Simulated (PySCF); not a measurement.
**Distorted geometries of [Eu(PH3)]3+**

[Eu(PH3)]3+ (singlet in the valence; each metal's 4f electrons, 6 of them, lie in its core potential, out of spins and levels). PySCF 2.14.0, RKS r2SCAN, Eu lcecp-1-SVP with ECP52, P def2-SVP, H def2-SVP; non-relativistic Hamiltonian with scalar-relativistic core potentials where named; density fitting; no spin-orbit coupling. Relaxed geometry:

```xyz
5

Eu    0.0000    0.0000   -0.4427
P     0.0000    0.0000    2.5120
H     1.3248    0.0000    3.0467
H    -0.6624    1.1473    3.0467
H    -0.6624   -1.1473    3.0467
```

**Question.** Order these distorted geometries by energy above the relaxed one, lowest first.
A.
```xyz
5

Eu   -0.0962    0.0140   -0.5464
P     0.1179   -0.1463    2.5634
H     1.4157    0.1071    2.9623
H    -0.6933    1.1597    3.1094
H    -0.7442   -1.1345    3.1208
```
B.
```xyz
5

Eu    0.0066   -0.0442   -0.4140
P    -0.0447   -0.0385    2.4045
H     1.3703    0.0263    3.0273
H    -0.6796    1.2158    3.1458
H    -0.6526   -1.1593    3.0459
```
C.
```xyz
5

Eu   -0.0114   -0.0676   -0.6117
P     0.1339   -0.0215    2.4060
H     1.1233   -0.2125    2.9434
H    -0.6746    1.2513    3.1948
H    -0.5713   -0.9497    3.2770
```

**Answer.** B (0.38 eV), A (0.59 eV), C (2.26 eV).

**Question.** Which forces (eV/Å) act in the one that lies 2.26 eV up?

**Answer.** 
```
Eu    0.02  -0.06   0.51
P   -12.67   3.49  -3.35
H    11.25  -1.40   5.31
H     1.67  -1.74  -1.57
H    -0.27  -0.28  -0.91
```
Forces carry noise of the integration grid, about 0.01 to 0.03 eV/Å.

No frequency check is given that shows the relaxed geometry to be a minimum. An lcecp potential fixes the number of 4f electrons, so in runs with it no electron can move into or out of that shell.
